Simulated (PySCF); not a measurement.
# One molecule, several mistakes: BH6OSi2 cation

All numbers below are calculated, not measured. They come from PySCF 2.14.0, an open-source quantum chemistry program, on an isolated molecule that a program drew, which may never have been made. The molecule is BH6OSi2 cation (charge +1, singlet), drawn as the SMILES string `B[SiH2][SiH+]O`.

Each row is a Hartree-Fock (HF) and frozen-core CCSD(T) single point in the cc-pV(D+d)Z basis, meant for a local HF minimum. Run 1 is clean. Each other run has one planted mistake out of seven kinds, and not every kind appears here: one electron removed, one electron added, multiplicity raised by two, geometry at a saddle point, minimal basis STO-3G, one bond length entered in bohr, all coordinates scaled. The reference is restricted for singlets and unrestricted otherwise, and also for a bond in bohr. Adding or removing an electron swaps singlet and doublet. Electrons count all cores. HOMO and LUMO are orbital energies over both spins, the gradient is its largest component, and the lowest frequency (negative if imaginary) is given only where the gradient is small. Bond lengths are over the 9 bonds as drawn. T1 is the CCSD diagnostic: over 0.02 (restricted) or 0.045 (unrestricted) a single reference is doubtful.

Geometry of the clean run:
```xyz
10
BH6OSi2 cation, angstrom
B    -1.4524   -2.8719    0.7383
Si    0.1585   -1.8840    1.5379
Si   -0.5285   -0.5810    3.4305
O    -0.3608    0.9895    3.5633
H    -1.2771   -3.4330   -0.2983
H    -2.5128   -2.9064    1.2827
H     1.1371   -2.7855    2.1831
H     0.8137   -0.8813    0.6772
H    -1.1755   -1.0792    4.6462
H     0.0306    1.5985    2.9468
```

| run | electrons | basis functions | <S^2> | HOMO (eV) | LUMO (eV) | gradient (hartree/bohr) | lowest frequency (cm^-1) | mean bond (Å) | longest bond (Å) | T1 | HF (hartree) | CCSD(T) (hartree) | mistake |
|---|---|---|---|---|---|---|---|---|---|---|---|---|---|
| 1 | 46 | 104 | 0.000 | -16.03 | -4.55 | 1.1e-05 | 32 | 1.5320 | 2.398 | 0.0166 | -680.65445 | -681.16641 | no fault |
| 2 | 46 | 104 | 2.018 | -12.65 | -7.89 | 3.8e-02 | - | 1.5320 | 2.398 | 0.0248 | -680.51800 | -681.02290 | multiplicity raised by two |
| 3 | 47 | 104 | 0.775 | -6.25 | 1.08 | 6.2e-02 | - | 1.5320 | 2.398 | 0.0176 | -680.85203 | -681.37404 | one electron added |
| 4 | 46 | 104 | 0.000 | -16.44 | -4.36 | 8.7e-02 | - | 1.4217 | 2.226 | 0.0149 | -680.59917 | -681.10292 | ? |
| 5 | 45 | 104 | 0.765 | -22.00 | -13.57 | 7.5e-02 | - | 1.5320 | 2.398 | 0.0331 | -680.11120 | -680.60189 | ? |

**Which mistake was planted in run 4, and what did it cost?**

The mean and the longest bond both change by the same factor, 0.928, and the gradient is no longer small. So the mistake is: all coordinates scaled. Subtracting run 1 and multiplying by 627.51 kcal/mol a hartree, the energy moved by 34.7 kcal/mol in HF and 39.8 kcal/mol in CCSD(T).

**Which mistake was planted in run 5, and what did it cost?**

It counts 45 electrons, one fewer than the clean run, at the same geometry and basis. So the mistake is: one electron removed. Subtracting run 1 and multiplying by 627.51 kcal/mol a hartree, the energy moved by 340.9 kcal/mol in HF and 354.2 kcal/mol in CCSD(T).

